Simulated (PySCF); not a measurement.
hydrogen iodide (HI), SMILES I.

Coordinates come from a PBE0-D3(BJ)/def2-TZVPD optimisation. The def2 effective core potentials stand for the cores of I; spin–orbit coupling is left out.

Calculation: PBE/def2-TZVPD (PySCF).

The molecule is in vacuum.

Computed frontier levels, gap, dipole moment and polarisability:
- highest occupied level: -6.79 eV
- lowest empty level: -1.80 eV
- orbital gap: 5.00 eV
- dipole moment: 0.41 D
- quadrupole, principal values (traceless, Buckingham form, about the centre of nuclear charge): -2.24, -2.24, 4.48 D·Å
- mean static polarisability: 37.5 bohr³ (5.56 Å³)
- polarisability, principal values: 37.1, 37.1, 38.4 bohr³
